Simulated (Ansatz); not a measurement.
H2Cl3NTi, charge +1, doublet, geometry from GFN2-xTB (such geometries of metal compounds can be far from the true shape) (the multiplicity is a formal guess); Ansatz (an electronic-structure program) with SVWN5/6-31G.

Here is a job for Ansatz.
Ansatz 0.2 input:
```yaml
crystal:
  periodic: [false, false, false]
  atoms:
    - {symbol: Ti, position_ang: [-0.15933157, -0.28753756, -0.03001478]}
    - {symbol: Cl, position_ang: [1.81496282, -0.36330626, -0.82880679]}
    - {symbol: Cl, position_ang: [0.04958993, 0.37113781, 1.98970337]}
    - {symbol: Cl, position_ang: [-1.03069202, 1.41270484, -0.99761125]}
    - {symbol: N, position_ang: [-1.11563369, -1.86527973, -0.22119152]}
    - {symbol: H, position_ang: [-0.92094631, -2.61967004, -0.89011522]}
    - {symbol: H, position_ang: [-1.93995560, -2.14666456, 0.32293042]}
basis:
  gaussian:
    orbitals: 6-31G
hamiltonian:
  xc: {name: SVWN5}
total_charge: 1
magnetization: {spin_polarized: true, initial_magnetization: 1}
```

Question: Predict the main parts of the log of this Ansatz run.

Answer: 
```
Functional definition: SVWN5
1020 factors; integrals over basis functions are off by at most 2.2e-4 eV
mean field evaluation 1: about -61994.4790 eV, gradient 5.8e1 eV
mean field evaluation 2: about -61899.4216 eV, gradient 1.1e2 eV
mean field evaluation 4: about -61970.5930 eV, gradient 1.1e2 eV
mean field evaluation 8: about -62009.6330 eV, gradient 4.8e0 eV
mean field evaluation 16: about -62009.7739 eV, gradient 1.6e-2 eV
mean field evaluation 32: about -62008.2966 eV, gradient 8.7e0 eV
mean field evaluation 64: about -62009.0673 eV, gradient 3.4e0 eV
mean field -62009.77391602 eV, -2278.8171596793 hartree, gradient 6.5e-6 eV, S^2 0.755361; 8 other end points of the search recorded, 0 dependent functions left out
reference -62009.77399257 eV, -2278.8171624924 hartree; 41, 40 occupied and 40, 41 virtual orbitals, 1020 factors
Total energy: -62009.77399257 eV, -2278.8171624924 hartree
```
